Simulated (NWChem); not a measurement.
System: CHBrCl2; SMILES ClC(Cl)Br

```xyz
5

Cl    -0.0788     1.3121    -1.4569
C      0.4793     0.4958     0.0000
Cl    -0.0788     1.3121     1.4569
Br    -0.0340    -1.3732     0.0000
H      1.5735     0.5123     0.0000
```
Atoms are numbered in this order, from 1.

The geometry was optimised at PBE0/def2-SVP.

Spin-orbit effects, on the heavy nuclei and on their neighbours, are missing.

### Question
Give the principal values of the shielding tensors (ppm) of Cl1, C2, Br4 from LDA (Slater exchange, VWN5)/pcSseg-1, GIAO (NWChem), with their diamagnetic and paramagnetic parts as GIAO splits them.

### Answer
```csv
atom,σ11,σ22,σ33,isotropic,diamagnetic,paramagnetic
Cl1,83.6,440.4,887.3,470.5,1145.4,-675.0
C2,21.4,90.7,92.5,68.2,250.2,-182.0
Br4,281.8,1091.6,2738.6,1370.7,3120.2,-1749.5
```
